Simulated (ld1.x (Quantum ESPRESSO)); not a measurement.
Transferability test, TM potential for nickel (Ni)

| Quantity | Value |
| --- | --- |
| Element | nickel (Ni) |
| Generator | ld1.x (Quantum ESPRESSO) 7.5 |
| Type | norm-conserving Troullier–Martins (Kleinman–Bylander form) |
| Functional | PBEsol |
| Relativity | scalar-relativistic |
| Frozen core | [Ne] 3s2 |
| Valence charge | 16 |
| Reference configuration | 3p6 3d8 4s0.5 4p0 (charge +1.5) |
| Partial waves | 4s (bound): rc 1.80 bohr; 3d (bound): rc 0.95 bohr; 4f channel at -0.2 Ry: rc 1.95 bohr; 3p (bound): rc 1.25 bohr |
| Local potential | the p channel |
| Core correction | a·sin(br)/r model core, default radius (core density twice the valence density) |

Energies are relative to the spin-unpolarised reference configuration 3p6 3d8 4s0.5 4p0; without spin polarisation the order of configurations can differ from experiment.

```tsv
valence configuration	charge	ΔE all-electron (eV)	error AE − PS (meV)
3p6 3d8 4s1 4p0	+1	-7.596	-2.1
3p6 3d8 4s0 4p0	+2	9.665	-5.5
3p6 3d8 4s1.5 4p0	+0.5	-13.205	-7.7
3p6 3d9 4s0 4p0	+1	-10.668	-34
3p6 3d6 4s0 4p0	+4	104.622	-56
```

(1) What are ΔE and the potential's error for 3p6 3d8 4s2 4p0?

(2) What are ΔE and the potential's error for 3p6 3d8 4s0 4p1?

Note: ghost state, extra bound levels that the all-electron valence spectrum of the same l lacks: s at -122.0 eV. A true bound ghost makes a file unfit for plane-wave use.

Results:

(1) ΔE = -16.932 eV all-electron; the error (AE − PS) is -14 meV.

(2) ΔE = -1.883 eV all-electron; the error (AE − PS) is +28 meV.
